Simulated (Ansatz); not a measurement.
A run on `CC[Se]C` with other settings.

```yaml
crystal:
  periodic: [false, false, false]
  atoms:
    - {symbol: C, position_ang: [0.362405, 1.713174, -0.759264]}
    - {symbol: C, position_ang: [0.259429, 0.452319, 0.243423]}
    - {symbol: Se, position_ang: [-0.728061, -0.694094, -0.755478]}
    - {symbol: C, position_ang: [-0.840111, -2.095511, 0.766616]}
    - {symbol: H, position_ang: [1.173754, 1.582479, -1.672755]}
    - {symbol: H, position_ang: [-0.409409, 2.350308, -1.002613]}
    - {symbol: H, position_ang: [1.164424, 2.455425, -0.312355]}
    - {symbol: H, position_ang: [1.326432, 0.025182, 0.191090]}
    - {symbol: H, position_ang: [0.053062, 0.978470, 0.902331]}
    - {symbol: H, position_ang: [-1.177704, -1.654772, 1.499619]}
    - {symbol: H, position_ang: [0.016165, -2.491215, 0.808330]}
    - {symbol: H, position_ang: [-1.356424, -2.870570, 0.582552]}
basis:
  gaussian: {orbitals: aug-cc-pVTZ}
total_charge: 1
magnetization: {spin_polarized: false, initial_magnetization: 1}
hamiltonian: {xc: {name: HF}}
correlation: {method: rpa}
```

```sh
$ ansatz run in.yaml --threads 4 --pin off --events-out ev --progress --plain --max-ram 10444MiB
```

It prints (some lines left out):

```
Functional definition: HF
2147 factors; integrals over basis functions are off by at most 9.0e-4 eV
mean field evaluation 1: about -68503.1578 eV, gradient 5.5e1 eV
mean field evaluation 2: about -68503.1586 eV, gradient 5.5e1 eV
mean field evaluation 4: about -68510.7425 eV, gradient 4.9e0 eV
mean field evaluation 8: about -68510.8421 eV, gradient 1.2e-1 eV
mean field -68510.84221828 eV, -2517.7270132052 hartree, gradient 1.7e-6 eV, S^2 0.750000; 0 other end points of the search recorded, 0 dependent functions left out
mean field evaluation 16: about -68510.8708 eV, gradient 3.3e0 eV
12 core orbitals not correlated: weight in the atoms' cores, before any rotation towards them, 1.000 or more for the frozen orbitals, at most 0.000 for the correlated occupied ones
reference -68510.84221828 eV, -2517.7270132052 hartree; 18, 17 occupied and 351, 352 virtual orbitals, 2147 factors
Total energy: -68535.92498944 eV, -2518.6487880435 hartree
```

It took 37 s on 4 threads of an Arm Neoverse V1 on a shared host, with 2 GiB of host memory at the peak.
